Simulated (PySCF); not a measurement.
Si(H)(F)(Cl)(OMe) (CH4ClFOSi), SMILES CO[SiH](Cl)F. Heavy atoms are numbered as in [SiH:1]([F:2])([Cl:3])[O:4][CH3:5]. Hydrogens are named by the atom that carries them.

Coordinates come from a B3LYP-D3(BJ)/def2-SVP optimisation. The values are those of a single conformer.

These are PBE/pcSseg-1 (PySCF) values and carry that method's errors.

GIAO shieldings, no solvent; atoms alike by connectivity are averaged. δ = σ(ref) − σ: ²⁹Si against TMS (σ = 335.4 ppm); ¹⁹F against CFCl3 (σ = 133.6 ppm); ³⁵Cl against HCl (σ = 936.5 ppm); ¹⁷O against H2O (σ = 334.3 ppm); ¹³C against TMS (σ = 182.0 ppm); ¹H against TMS (σ = 31.49 ppm), references at their B3LYP-D3(BJ)/def2-TZVP geometries, non-relativistic (without spin–orbit terms, shifts of atoms bonded to Cl or Br come out too high).

```tsv
atoms	nucleus	count	δ (ppm)
Si1 (SiH)	²⁹Si	1	-26.2
F2	¹⁹F	1	?
Cl3	³⁵Cl	1	?
O4	¹⁷O	1	68.1
C5 (CH3)	¹³C	1	?
H on Si1	¹H	1	5.62
H on C5	¹H	3	4.22
```

Problem. What belongs in the gaps? (The exact figures need the calculation; the answer reports its results.)

Solution. 
- F2, δ (ppm): -150.6
- Cl3, δ (ppm): 88.8
- C5 (CH3), δ (ppm): 56.9
